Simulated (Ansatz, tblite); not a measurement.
Spin states of CrO₃⁻ (the lowest doublet isomer of a short search), each relaxed with PBE-D4/def2-TZVPD in Ansatz. Electronic energies in the gas phase.

The xTB rows come from tblite. HSE06 is defined as in plane-wave codes, on full-range PBE exchange. HOMO above LUMO, or a gap near zero within one spin, warns that the state may not be the lowest or that an electron is smeared out. The structure comes from a short search, and lower isomers may exist.

Doublet geometry (D3h within 0.1 Å):

```xyz
4

Cr   -0.003    0.001    0.002
O    -0.005    1.444   -0.767
O     0.756   -0.157    1.441
O    -0.748   -1.287   -0.676
```

Quartet geometry:

```
atom   x (Å)   y (Å)   z (Å)
 Cr1  -0.001  -0.106  -0.017
  O2   0.794  -0.600  -1.377
  O3   0.009   1.689   0.264
  O4  -0.802  -0.984   1.129
```

Sextet geometry (Cs within 0.1 Å):

| atom | x (Å) | y (Å) | z (Å) |
| --- | --- | --- | --- |
| Cr1 | -0.235 | 0.028 | -0.169 |
| O2 | -0.414 | -1.740 | 0.150 |
| O3 | 0.940 | 0.792 | -1.308 |
| O4 | -0.291 | 0.919 | 1.326 |

Run but left out: HF/STO-3G, HF/def2-TZVPD, MP2/def2-TZVPD (doublet: ⟨S²⟩ 2.59 to 2.76, where a pure state has 0.75); HF/def2-SVPD, MP2/def2-SVPD, CCSD/def2-SVPD, CCSD(T)/def2-SVPD (flagged by the program: large difference).

Only these spin states were relaxed.

Problem. Estimate which spin state lies lowest at each of these levels, and by how much: GFN1-xTB; GFN2-xTB; LDA (SPW92)/def2-TZVPD; PBE-D4/def2-TZVPD; r2SCAN-D4/def2-TZVPD; PBE0-D4/def2-TZVPD; HSE06-D4/def2-TZVPD; CAM-B3LYP-D4/def2-TZVPD.

Solution. 
```csv
level,quartet − doublet (kJ/mol),sextet − doublet (kJ/mol),lowest of these,remarks
GFN1-xTB,330.0,759.8,doublet,–
GFN2-xTB,292.9,722.6,doublet,–
LDA (SPW92)/def2-TZVPD,259.4,595.9,doublet,"HOMO above zero (quartet), HOMO above zero (sextet), gap within one spin near zero (sextet)"
PBE-D4/def2-TZVPD,225.9,528.3,doublet,"HOMO above zero (quartet), HOMO above zero (sextet)"
r2SCAN-D4/def2-TZVPD,201.7,480.5,doublet,"HOMO above zero (quartet), HOMO above zero (sextet)"
PBE0-D4/def2-TZVPD,160.7,415.5,doublet,–
HSE06-D4/def2-TZVPD,161.3,416.0,doublet,–
CAM-B3LYP-D4/def2-TZVPD,156.5,413.4,doublet,–
```

Change of the sextet − doublet gap on mixing in exact exchange, in kJ/mol: PBE to PBE0 (25 % exact exchange) -112.9. The xTB methods have no term that favours high spin, so they put low spin too low.

```csv
state,donor atoms,mean metal–ligand distance (Å),range (Å),Mulliken spin on the metal (PBE0)
doublet,3,1.635,1.64–1.64,1.35
quartet,3,1.706,1.65–1.82,2.11
sextet,3,1.784,1.74–1.81,2.75
```

⟨S²⟩ at PBE0-D4/def2-TZVPD: doublet 0.82 (pure 0.75), quartet 3.79 (pure 3.75), sextet 8.78 (pure 8.75).
